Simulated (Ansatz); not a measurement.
These are frozen-core CCSD(T)/cc-pVTZ // M06-2X/def2-TZVP run with Ansatz (a quantum-chemistry and plane-wave program) values and carry that method's errors.

Ansatz 0.2 input:
```yaml
crystal:
  periodic: [false, false, false]
  atoms:
    - { symbol: O, position_ang: [1.113301, -0.492613, -0.079438] }
    - { symbol: Si, position_ang: [-0.337667, -0.072843, 0.529246] }
    - { symbol: Cl, position_ang: [-1.68908, -1.431695, -0.179585] }
    - { symbol: Cl, position_ang: [-0.834361, 1.818185, -0.120881] }
    - { symbol: H, position_ang: [1.791104, 0.183328, -0.167216] }
basis:
  gaussian: { orbitals: cc-pVTZ }
correlation:
  method: ccsd_t
magnetization:
  spin_polarized: true
  initial_magnetization: 1
```

Output:

```
Functional definition: HF
875 factors; integrals over basis functions are off by at most 8.9e-4 eV
mean field evaluation 1: about -34925.1227 eV, gradient 2.6e1 eV
mean field evaluation 2: about -34925.1385 eV, gradient 2.6e1 eV
mean field evaluation 4: about -34928.0091 eV, gradient 2.5e0 eV
mean field evaluation 8: about -34928.1075 eV, gradient 1.7e-1 eV
mean field evaluation 16: about -34928.0715 eV, gradient 8.9e-1 eV
mean field -34928.10811728 eV, -1283.5842981881 hartree, gradient 7.8e-6 eV, S^2 0.754954; 0 other end points of the search recorded, 0 dependent functions left out
16 core orbitals not correlated
reference -34928.10811728 eV, -1283.5842981881 hartree; 13, 12 occupied and 117, 118 virtual orbitals, 875 factors
second order -19.23160727 eV of doubles, -0.00000000 eV of singles
cycle   1  -19.70951980 eV  change   -4.8e-1 eV  update   8.7e-2
cycle   2  -20.10748175 eV  change   -4.0e-1 eV  update   2.6e-2
cycle   3  -20.20107142 eV  change   -9.4e-2 eV  update   1.5e-2
cycle   4  -20.19166576 eV  change    9.4e-3 eV  update   4.8e-3
cycle   5  -20.18987970 eV  change    1.8e-3 eV  update   2.4e-3
cycle   6  -20.19072804 eV  change   -8.5e-4 eV  update   8.7e-4
cycle   7  -20.19069455 eV  change    3.3e-5 eV  update   3.3e-4
cycle   8  -20.19082534 eV  change   -1.3e-4 eV  update   1.0e-4
cycle   9  -20.19083315 eV  change   -7.8e-6 eV  update   3.6e-5
cycle  10  -20.19080827 eV  change    2.5e-5 eV  update   1.4e-5
perturbative correction -0.82689745 eV, -0.0303879207 hartree
Total energy: -34949.12582300 eV, -1284.3566846269 hartree
```

Cost: very roughly 2.3 core-minutes.
